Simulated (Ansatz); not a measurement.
Cost and result for the atomization energy of AlH₆NSeSi (`N[SiH2][AlH][SeH]`) (10 atoms, 9 bonds).

Cartesian coordinates in Å:
```
N 1.499 -0.190 -1.328
Si -0.212 0.099 -1.299
Al -1.181 0.149 0.966
Se 0.444 -0.198 2.597
H 1.835 -1.094 -1.031
H 2.109 0.532 -0.975
H -0.858 -0.971 -2.114
H -0.451 1.399 -1.991
H -2.673 0.369 1.464
H -0.511 -0.096 3.709
```

Total charge 0; spin multiplicity 1. Correlated methods include outer-core shells of Se, which these sets cover unevenly. Scalar relativity is left out up to krypton. The structure was optimised at the PBE0-D4/def2-TZVP level. It is one conformer, not always the lowest. Program: Ansatz. All runs use 4 threads of an Arm Neoverse V1 on a shared host. Times are those of one run each, without the atoms' runs, and a repeat can differ threefold. Electronic energies, without spin–orbit coupling; frozen cores. CCSD(T)/CBS adds CCSD(T) − MP2 in def2-TZVPP to the MP2 limit, and its time is that of the two runs behind it. T1 = 0.011. With those shells the extrapolation isn't a true limit. B3LYP takes the VWN-RPA correlation (the form of Gaussian; ORCA's B3LYP/G).

CCSD(T)/CBS is a level of theory with its own doubt, some kJ/mol a heavy atom from the limit and from the frozen cores, so smaller differences don't rank the functionals.

```csv
level,functions,wall time
PBE-D4/def2-TZVPP (with forces),247,3.1 s
PBE0-D4/def2-TZVPP,247,4.2 s
r2SCAN-D4/def2-TZVPP (with forces),247,6.5 s
B3LYP-D4/def2-TZVPP (with forces),247,6.5 s
B2PLYP/def2-TZVPP,247,7 s
ωB97X-V/def2-TZVPP,247,11 s
ωB97M-V/def2-TZVPP (with forces),247,16 s
MP2/def2-QZVPP,466,28 s
CCSD(T)/def2-TZVPP,247,3.1 min
CCSD(T)/CBS(def2),–,3.6 min
```

**Question.** What atomization energy does each give, and how far from CCSD(T)/CBS? (An estimate is asked.)

**Answer.** Computed: 
| level | atomization (kJ/mol) | difference from CCSD(T)/CBS | per bond |
| --- | --- | --- | --- |
| PBE-D4/def2-TZVPP (with forces) | 2929.2 | -9.0 | -1.0 |
| PBE0-D4/def2-TZVPP | 2895.7 | -42.5 | -4.7 |
| r2SCAN-D4/def2-TZVPP (with forces) | 2923.1 | -15.1 | -1.7 |
| B3LYP-D4/def2-TZVPP (with forces) | 2922.1 | -16.1 | -1.8 |
| B2PLYP/def2-TZVPP | 2876.1 | -62.1 | -6.9 |
| ωB97X-V/def2-TZVPP | 2948.8 | 10.6 | 1.2 |
| ωB97M-V/def2-TZVPP (with forces) | 2920.4 | -17.8 | -2.0 |
| MP2/def2-QZVPP | 2896.8 | -41.4 | -4.6 |
| CCSD(T)/def2-TZVPP | 2840.4 | -97.8 | -10.9 |
| CCSD(T)/CBS(def2) | 2938.2 | 0.0 | 0.0 |

In def2-TZVPP, CCSD(T) changes the Hartree–Fock value by +765.2 kJ/mol (the triples alone add +39.8 kJ/mol) and MP2 by +763.7 kJ/mol; breaking electron pairs costs correlation energy, which Hartree–Fock lacks. The D4 term adds +36.1 kJ/mol with B3LYP and +19.2 kJ/mol with PBE0; it sums over pairs of atoms, weighted by their polarisabilities, and B3LYP, whose exchange is more repulsive, gets the larger term. From PBE to PBE0 (25 % exact exchange), in def2-TZVPP and without D4, the atomization energy moves by −30.5 kJ/mol: exact exchange takes away binding that semilocal exchange gives to molecules.
